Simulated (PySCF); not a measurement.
The same groups moved round the core (styrene fluoro+silyl). All species are isolated molecules in the gas phase. One relaxed conformer stands for each flexible species; it need not be the lowest. Strings in code marks are SMILES.

The numbers are results of ωB97X-D3(BJ)/def2-TZVP // PBE0-D3(BJ)/def2-SVP (PySCF), not measurements. All candidates: neutral, multiplicity 1. Delta-SCF ions had no search for a lower state. Excitations are Tamm–Dancoff values on a coarser integration grid. The basis has no diffuse functions, so Rydberg states are missing or too high.

- T1 excitation (TDA): 3.46 eV
- vertical ionisation energy (Delta-SCF): 8.75 eV
- vertical electron affinity (Delta-SCF): -0.23 eV

### Question
Name which member has these values.
A. `C=Cc1cc([SiH3])ccc1F` (C–C–C–C torsion 3°)
B. `C=Cc1ccc([SiH3])cc1F` (C–C–C–C torsion 0°)
C. `C=Cc1ccc([SiH3])c(F)c1` (C–C–C–C torsion 179°)
D. `C=C(F)c1ccccc1[SiH3]` (F–C–C–C torsion 157°)

### Answer
D, `C=C(F)c1ccccc1[SiH3]` (F–C–C–C torsion 157°). The others give `C=Cc1cc([SiH3])ccc1F` (C–C–C–C torsion 3°): 3.30 eV, 8.58 eV, -0.23 eV; `C=Cc1ccc([SiH3])cc1F` (C–C–C–C torsion 0°): 3.24 eV, 8.56 eV, -0.04 eV; `C=Cc1ccc([SiH3])c(F)c1` (C–C–C–C torsion 179°): 3.29 eV, 8.65 eV, -0.04 eV
